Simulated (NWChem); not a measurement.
# CAuClO; SMILES [O+]#[C-]->[Au][Cl]

```xyz
4

Au    -0.0006     0.0079     0.0000
Cl     0.0054    -2.2447     0.0000
O      0.0089     3.0398     0.0000
C      0.0020     1.9082     0.0000
```
Atoms are numbered in this order, from 1.

Level: PBE0/def2-SVP with def2 effective core potentials on Au (NWChem), optimised geometry, unscaled harmonic frequencies. def2 effective core potentials on Au; no spin-orbit coupling.

```
frequency (cm⁻¹)  IR intensity (km/mol)
----------------  ---------------------
83                                  1.1
383                                31.5
420                                 5.1
429                                 5.3
458                                 5.7
2262                              647.2
```

| Property | Value |
|---|---|
| zero-point energy | 5.8 kcal/mol |
| thermal correction to the enthalpy at 298.15 K (with zero-point energy) | 9.3 kcal/mol |
| heat capacity Cv | 13.6 cal/(mol K) |
| entropy at 298.15 K and 1 atm (symmetry number 1) | 67.1 cal/(mol K) |

Rigid rotor and harmonic oscillator; modes under 100 cm⁻¹ make the entropy uncertain.
